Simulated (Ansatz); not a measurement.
Reaction (redistribution): `[NH]=[V]([NH2])([OH])[F]` + `C[CH2][Zn][F]` → `[CH3][V](=[NH])([OH])[F]` + `N[CH2][Zn][F]`

Calculated with Ansatz (gas phase, PBE0-D4/def2-TZVP geometries, no zero-point term in ΔE). CCSD(T)/CBS adds triple-zeta CCSD(T) − MP2 to the extrapolated MP2 energy (def2 sets, frozen cores). DFT in def2-TZVPP. For V, Zn outer-core shells are correlated without core-valence functions, which leaves a few kJ/mol of doubt a bond. Scalar relativity is left out up to krypton. Each species was taken in one conformer, which may not be the lowest.

`[NH]=[V]([NH2])([OH])[F]`:

```xyz
9

N    -0.936   -0.096   -1.221
V     0.326   -0.235   -0.238
N    -0.411   -0.302    1.422
O     1.398    1.165   -0.382
F     1.245   -1.688   -0.563
H    -1.627   -0.197   -1.952
H     0.178   -0.270    2.244
H    -1.390   -0.283    1.653
H     1.217    1.906   -0.964
```

`C[CH2][Zn][F]`:

```xyz
9

C    -0.517    0.261   -0.997
C    -0.244   -0.517    0.287
Zn    1.188    0.172    1.378
F     2.493    0.798    2.374
H     0.353    0.280   -1.658
H    -1.341   -0.188   -1.562
H    -0.793    1.299   -0.798
H    -1.139   -0.546    0.916
H    -0.001   -1.559    0.060
```

`[CH3][V](=[NH])([OH])[F]`:

```xyz
10

C    -1.250    0.327   -0.427
V     0.487   -0.398    0.268
N     1.433   -0.350   -1.025
O     1.097    0.787    1.435
F     0.163   -1.999    0.870
H    -1.113    1.320   -0.855
H    -1.622   -0.359   -1.190
H    -1.945    0.364    0.419
H     2.074   -0.472   -1.797
H     0.675    0.779    2.303
```

`N[CH2][Zn][F]`:

```xyz
8

N     0.174   -0.703    1.032
C    -0.078   -0.390   -0.371
Zn    0.210    1.493   -0.721
F     0.477    3.200   -1.033
H    -0.522   -0.285    1.634
H     0.133   -1.704    1.191
H     0.667   -0.909   -0.983
H    -1.061   -0.702   -0.750
```

```json
{"level": "r2SCAN", "ΔE (kJ/mol)": "148.0"}
{"level": "MP2/def2-TZVPP", "ΔE (kJ/mol)": "164.4"}
{"level": "CCSD(T)/def2-TZVPP", "ΔE (kJ/mol)": "141.8"}
{"level": "CCSD/CBS(def2)", "ΔE (kJ/mol)": "131.2"}
```

Q: What does CCSD(T)/CBS give? (Best estimate.)

A: Ansatz gave: +141.7 kJ/mol. The listed levels differ from it by 6.3, 22.7, 0.1, -10.5 kJ/mol.

Largest T1 diagnostic among the species: 0.031, so the coupled-cluster value is less sure than usual.

In def2-TZVPP, CCSD(T) changes the Hartree–Fock value by +18.6 kJ/mol (the triples alone add +10.5 kJ/mol) and MP2 by +41.2 kJ/mol. From PBE to PBE0 (25 % exact exchange), in def2-TZVPP and without D4, ΔE moves by −4.5 kJ/mol.
